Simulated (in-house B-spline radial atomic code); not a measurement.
# Ionising Pr⁵⁺ with different functionals

Computed with a radial B-spline atomic code at the basis-set limit: four-component Dirac-Coulomb Hamiltonian, Fermi nucleus of rms radius 4.8919 fm, spin-restricted, spherical fractional occupations for the functionals, and exact exchange of hybrids averaged over the configuration. The ionisation energy is the difference of two self-consistent energies, [Kr] 4d10 5s2 5p6 → [Kr] 4d10 4f1 5s2 5p4, without Breit or QED terms; ε is the level of the shell that loses the electron (mean over j). The two configurations differ by more than the removed electron. The electron is taken from both j subshells in proportion to 2j + 1, so the result is a j average, not the step between ground levels.

| method | rung | ΔSCF (eV) | -ε(5p) (eV) |
| --- | --- | --- | --- |
| B3LYP | global hybrid | 91.37 | 78.41 |
| HSE06 | range-separated hybrid | 91.43 | 78.38 |
| LC-wPBE | range-separated hybrid | 91.36 | 81.83 |
| wB97X | range-separated hybrid | 91.07 | 81.27 |

**Question.** Among the functionals, which spreads more, the ΔSCF values or the orbital energies?

**Answer.** The orbital energies: ΔSCF values span about 0.36 eV and the orbital energies 3.45 eV; here energy differences depend much less on the functional than eigenvalues do.

**Question.** How do they compare with the NIST value?

**Answer.** NIST lists 82 eV ± 4 (tabulated theory, ground level to ground level). Errors run from +9.07 to +9.43 eV. The correlated functionals all miss on the same side by more than they spread, so the cause is common to them (Breit-QED terms, spin polarisation, the choice among j levels, multiplet and fine-structure energies, or a listed next ion that isn't the cheapest removal here) and closeness doesn't rank the functionals.
